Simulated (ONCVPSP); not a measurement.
aluminium, ONCV: configuration errors across variants

```json
{
  "Element": "aluminium",
  "Generator": "ONCVPSP 4.0.1",
  "Type": "optimised norm-conserving Vanderbilt (ONCV)",
  "Functional": "PBE",
  "Relativity": "scalar-relativistic",
  "Frozen core": "[Ne]",
  "Valence charge": "3",
  "Reference configuration": "3s1.5 3p1.5",
  "Partial waves": "3s: rc 2.20 bohr, ncon 3, nbas 6, qcut 2.7 1/bohr, 2 projectors, debl 2.4 Ha; 3p: rc 2.20 bohr, ncon 3, nbas 7, qcut 3.7 1/bohr, 2 projectors, debl 2 Ha; d scattering state at 0.24 Ha: rc 2.35 bohr, ncon 4, nbas 7, qcut 4.5 1/bohr, 2 projectors, debl 3.7 Ha",
  "Local potential": "polynomial inside 1.80 bohr (lpopt 5, dvloc0 0 Ha)",
  "Core correction": "Teter function, fcfact 1.5, rcfact 1.25"
}
```

All-electron excitation energies from the reference (eV): (1) 3s2 3p1 -2.546; (2) 3s2 3p0 3.215; (3) 3s1 3p0 22.441; (4) 3s2 3p0.5 -0.460.

Errors AE − PS in meV (a dash: test not solved or not reliable):

```tsv
change	(1)	(2)	(3)	(4)	bound ghosts	GHOST(+) flags above zero
base	-1.6	-4.9	-1.0	-2.5	none	none
p: qcut 2.3	-1.5	-4.7	-2.0	-2.3	none	none
p: qcut 2.8	-1.4	-4.7	-2.2	-2.3	none	none
p: qcut 3.2	-1.5	-4.7	-1.8	-2.4	none	none
p: qcut 3.8	-1.6	-4.9	-0.8	-2.6	none	none
p: qcut 4.7	-1.7	-5.0	+0.3	-2.7	none	none
p: qcut 5	-1.7	-5.0	+0.4	-2.7	none	none
p: qcut 5.6	-1.7	-5.0	+0.5	-2.7	none	none
```

Problem. Give the same row for: p: qcut 4.2.

Solution. -1.7, -5.0, -0.2, -2.7; bound ghosts: none; GHOST(+) flags above zero: none.
